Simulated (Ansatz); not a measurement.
Gas-phase electronic energies from Ansatz, PBE0-D4/def2-TZVP geometries. CCSD(T)/CBS adds triple-zeta CCSD(T) − MP2 to the extrapolated MP2 energy (def2 sets, frozen cores). This one scheme is used for every species. DFT in def2-TZVPP. B3LYP here is the variant with VWN-RPA as its local correlation; programs differ in this. HSE06 is defined as in plane-wave codes. Each species was taken in one conformer, which may not be the lowest.

`OB(Cl)Cl` + `BS` → `BSB(O)Cl` + HCl  (ligand exchange at a B–Cl bond)

| level | ΔE (kJ/mol) | difference from CCSD(T)/CBS |
| --- | --- | --- |
| LDA (SPW92) | 38.8 | 2.4 |
| PBE-D4 | 38.5 | 2.1 |
| revPBE-D4 | 36.7 | 0.3 |
| r2SCAN-D4 | 41.1 | 4.7 |
| B97M-V | 41.9 | 5.5 |
| PBE0-D4 | 38.5 | 2.1 |
| r2SCANh-D4 | 40.9 | 4.5 |
| r2SCAN0-D4 | 40.6 | 4.2 |
| HSE06-D4 | 38.6 | 2.2 |
| BHLYP-D4 | 40.2 | 3.8 |
| CAM-B3LYP-D4 | 41.7 | 5.3 |
| ωB97X-V | 40.5 | 4.1 |
| ωB97M-V | 41.9 | 5.5 |
| B2PLYP | 42.7 | 6.3 |
| PBE-QIDH | 39.4 | 3.0 |
| PBE | 42.2 | 5.8 |
| revPBE | 44.2 | 7.8 |
| BLYP | 46.9 | 10.5 |
| r2SCAN | 42.1 | 5.7 |
| PBE0 | 41.8 | 5.4 |
| B3LYP | 45.8 | 9.4 |
| r2SCAN0 | 41.9 | 5.5 |
| HSE06 | 41.8 | 5.4 |
| BHLYP | 45.4 | 9.0 |
| CAM-B3LYP | 45.2 | 8.8 |
| LC-ωPBE | 41.7 | 5.3 |
| RPA@PBE/def2-TZVPP | 39.6 | 3.2 |
| HF/def2-SVP | 52.5 | 16.1 |
| MP2/def2-SVP | 48.4 | 12.0 |
| CCSD/def2-SVP | 50.4 | 14.0 |
| CCSD(T)/def2-SVP | 49.5 | 13.1 |
| HF/def2-TZVPP | 47.5 | 11.1 |
| MP2/def2-TZVPP | 37.5 | 1.1 |
| SCS-MP2/def2-TZVPP | 39.7 | 3.3 |
| CCSD(T)/def2-TZVPP | 38.4 | 2.0 |
| MP2/def2-QZVPP | 36.2 | -0.2 |
| SCS-MP2/def2-QZVPP | 38.5 | 2.1 |
| HF/CBS(def2) | 47.1 | 10.7 |
| MP2/CBS(def2) | 35.5 | -0.9 |
| CCSD/CBS(def2) | 38.0 | 1.6 |
| CCSD(T)/CBS | 36.4 | 0 |

Largest T1 diagnostic among the species: 0.015.

The D4 term adds −5.9 kJ/mol with B3LYP and −3.3 kJ/mol with PBE0; it sums over pairs of atoms, weighted by their polarisabilities, and B3LYP, whose exchange is more repulsive, gets the larger term. In def2-TZVPP, CCSD(T) changes the Hartree–Fock value by −9.1 kJ/mol (the triples alone add −1.6 kJ/mol) and MP2 by −10.0 kJ/mol.
